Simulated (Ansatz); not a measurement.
Program: Ansatz. Geometries: PBE0-D4/def2-TZVP. ΔE: electronic, gas phase. CCSD(T)/CBS adds triple-zeta CCSD(T) − MP2 to the extrapolated MP2 energy (def2 sets, frozen cores). This one scheme is used for every species. Each species was taken in one conformer, which may not be the lowest.

Consider the substitution at a C–C bond: `C=C([SiH3])C[SiH3]` + H–F → `FC[SiH3]` + `C=C[SiH3]`.

`C=C([SiH3])C[SiH3]`:

Z-matrix (Å, degrees):
```
Si
C 1 1.870
H 1 1.488 2 111.3
H 1 1.490 2 109.6 3 118.4
H 1 1.485 2 109.5 3 -121.2
C 2 1.501 1 118.8 3 -57.1
C 2 1.334 1 119.1 3 122.8
Si 6 1.888 2 111.5 1 88.9
H 6 1.095 2 111.7 1 -32.3
H 6 1.096 2 111.0 1 -151.6
H 7 1.085 2 121.9 1 -1.3
H 7 1.089 2 121.7 1 178.5
H 8 1.486 6 109.2 2 64.5
H 8 1.486 6 110.6 2 -55.3
H 8 1.489 6 110.1 2 -175.7
```

H–F:

Cartesian coordinates in Å:
```
F 0.116 -0.413 -0.165
H -0.116 0.413 0.165
```

`FC[SiH3]`:

Cartesian coordinates in Å:
```
F 1.101 -1.287 -0.937
C 0.642 -0.692 0.234
Si -0.615 0.668 -0.165
H 1.505 -0.287 0.773
H 0.195 -1.472 0.860
H -1.067 1.263 1.122
H -1.779 0.090 -0.883
H 0.019 1.717 -1.003
```

`C=C[SiH3]`:

Cartesian coordinates in Å:
```
C 0.669 -0.005 -1.392
C -0.393 -0.132 -0.601
Si -0.312 0.059 1.247
H 1.654 0.219 -0.993
H 0.604 -0.120 -2.471
H -1.353 -0.357 -1.063
H -1.199 1.163 1.705
H 1.090 0.359 1.641
H -0.759 -1.187 1.928
```

```json
{"species": "`C=C([SiH3])C[SiH3]`", "MP2/CBS(def2) energy (Eh)": "-698.20015"}
{"species": "H–F", "MP2/CBS(def2) energy (Eh)": "-100.38702"}
{"species": "`FC[SiH3]`", "MP2/CBS(def2) energy (Eh)": "-429.85123"}
{"species": "`C=C[SiH3]`", "MP2/CBS(def2) energy (Eh)": "-368.69789"}
```

**Question.** Work out ΔE.

**Answer.** ΔE = (-429.85123) + (-368.69789) − (-698.20015) − (-100.38702) = 0.03805 Eh = +99.9 kJ/mol. CCSD(T)/CBS gives +84.1 kJ/mol.

**Question.** What do rigid-rotor, harmonic-oscillator terms from PBE0-D4/def2-TZVP frequencies (298.15 K, 1 bar) make of the CCSD(T)/CBS value? (Best estimate.)

**Answer.** Ansatz gave: ΔZPE = +4.1 kJ/mol, ΔH = +85.2 kJ/mol, ΔS = 28 J/(mol·K), ΔG = +77.0 kJ/mol.

Largest T1 diagnostic among the species: 0.011.

From PBE to PBE0 (25 % exact exchange), in def2-TZVPP and without D4, ΔE moves by +5.7 kJ/mol. The D4 term adds +18.4 kJ/mol with B3LYP and +10.5 kJ/mol with PBE0; it sums over pairs of atoms, weighted by their polarisabilities, and B3LYP, whose exchange is more repulsive, gets the larger term.

B3LYP here is the variant with VWN-RPA as its local correlation; programs differ in this.
